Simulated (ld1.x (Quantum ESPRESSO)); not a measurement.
# LDA (PZ) ultrasoft dataset for krypton (Kr), scalar-relativistic all-electron reference.

ld1.x (Quantum ESPRESSO) 7.5 input, shortened:

```
&input
   title='Kr', zed=36., rel=1, dft='PZ', iswitch=3,
   config='[Ar] 3d10 4s2 4p6'
 /
 &inputp
   pseudotype=3, tm=.true., lloc=-2, rcloc=1.20,
   nlcc=.true., new_core_ps=.true., rcore=1.05,
   which_augfun='PSQ', rmatch_augfun=0.55
 /
6
4S  1  0   2.00   0.00  1.25  1.35  0.0
4S  1  0   0.00  -0.15  1.25  1.35  0.0
4P  2  1   6.00   0.00  1.50  1.60  0.0
4P  2  1   0.00   3.55  1.50  1.60  0.0
3D  3  2  10.00   0.00  0.75  1.05  0.0
3D  3  2   0.00  -3.45  0.75  1.05  0.0
 &test
   configts(1)='3d10 4s2 4p6'
 /
```

* Cutoffs needed: 140 Ry and 230 Ry (the cutoffs (Ry, on a coarse ladder) from which the occupation-weighted sum of valence levels, in a spherical-Bessel basis at the reference potential, stays within 10 and 1 mRy of its value at 400 Ry)
* Ghost test: no extra level below or beside the all-electron valence levels (s, p, d, f tested) (spherical-Bessel basis up to 400 Ry, 20 bohr box)
* Configuration tests: test run stopped at test 6 of 9 (negative rho), 2 before it not solved; not counted: 3d10 4s2 4p3 (solver errors, printed error -3356 eV); 3d10 4s2 4p2 (solver errors, printed error -3133 eV)
* Lowest eigenvalue of the overlap operator: 0.28 (d channel)
* Density cutoff estimated by the generator: 1760 Ry
